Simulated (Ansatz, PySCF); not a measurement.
System: B₂H₃ (charge 0, doublet). It need not be the lowest isomer of its formula. 
Structure (B3LYP-D3(BJ)/def2-TZVP (Ansatz, a program for electronic structure) minimum search):
```
B
H 1 1.1953
H 1 1.1953 2 118.30
B 1 1.5608 2 120.85 3 180.00
H 4 1.1764 3 154.73 1 -180.00
```
Charge 0, spin multiplicity 2.

Dipole moments at this geometry, in debye (magnitudes).

```tsv
level	program	dipole (D)
SVWN5/def2-TZVPD	Ansatz	1.28
TPSS/def2-TZVPD	PySCF	1.36
B97M-V/def2-TZVPD	Ansatz	1.33
BHLYP/def2-TZVPD	Ansatz	1.43
TPSSh/def2-TZVPD	PySCF	1.38
r2SCAN0/def2-TZVPD	Ansatz	1.40
CAM-B3LYP/def2-TZVPD	Ansatz	1.42
LC-wPBE/def2-TZVPD	Ansatz	1.43
CCSD(T)/aug-cc-pVDZ	Ansatz	1.45
```
